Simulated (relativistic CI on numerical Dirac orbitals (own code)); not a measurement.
Calculated at this level of theory: Dirac-Coulomb-Breit CI, KLI orbitals optimised for each configuration, model QED (radiative potential, 1s self-energy scaled to tabulated hydrogen-like ionisation energies), valence Slater integrals scaled by 0.9, P86 correlation estimate, and configurations built on the next ion tied to the tabulated ionisation energy (semi-empirical) (own radial code, finite nucleus).

Configuration list (outside the closed core 1s2): 2s2.2p2, 2s2.2p.3s, 2s2.2p.3p, 2s2.2p.3d, 2s2.2p.4s, 2s.2p3, 2p4, 2p3.3s, 2p3.3p, 2p3.3d, 2s.2p2.3s, 2s.2p2.3p, 2s.2p2.3d, 2s2.2p.4p, 2s2.2p.4d, 2s2.2p.4f, 2s2.3s2, 2s2.3s.3p, 2s.2p2.4s, 2s2.3p2, 2s2.3s.3d, 2s.2p2.4p, 2s2.3p.3d, 2s.2p2.4d. Levels of other configurations are missing.

Configurations that consist of the next ion and one excited electron were tied to the tabulated ionisation energy; Rydberg ones are usually within 1,000 to 3,000 cm⁻¹ and the lowest ones within about 6,000 (9,000 in d shells), while levels on excited terms of the next ion carry the error of that term, and the other configurations can be misplaced by 10,000 cm⁻¹ or more. Rates follow the energies as ν³ (E1, M1) or ν⁵ (E2), so rates, branching and lifetimes can be off by large factors. 65 of the 69 excited levels that our extract of the measured tables holds in this range could be paired (the sources list more); they are missed by 6078 cm⁻¹ on average and 13887 at most, and levels without a partner can miss by more.

Outline of the computed level scheme of Mg VII. Lowest level of each configuration: 2s2.2p2 3P_0 at 0.000 eV; 2s.2p3 5S°_2 at 15.446 eV; 2p4 3P_2 at 68.622 eV; 2s2.2p.3s 3P°_0 at 128.171 eV; 2s2.2p.3p 1P_1 at 135.542 eV; 2s2.2p.3d 3F°_2 at 144.772 eV; 2s.2p2.3s 5P_1 at 146.580 eV.

Some strong electric-dipole decays among the lowest 45 levels: 2s2.2p.3d 3D°_3 → 2s2.2p2 3P_2 (4.3e+11 s⁻¹); 2s2.2p.3d 3D°_2 → 2s2.2p2 3P_1 (3.8e+11 s⁻¹); 2s2.2p.3d 3D°_1 → 2s2.2p2 3P_0 (2.9e+11 s⁻¹); 2s2.2p.3d 3P°_2 → 2s2.2p2 3P_2 (2.6e+11 s⁻¹); 2s2.2p.3d 3D°_1 → 2s2.2p2 3P_1 (1.4e+11 s⁻¹); 2s2.2p.3d 1D°_2 → 2s2.2p2 1D_2 (1.2e+11 s⁻¹); 2s2.2p.3s 1P°_1 → 2s2.2p2 1D_2 (7.1e+10 s⁻¹); 2s2.2p.3s 3P°_0 → 2s2.2p2 3P_1 (5.6e+10 s⁻¹).
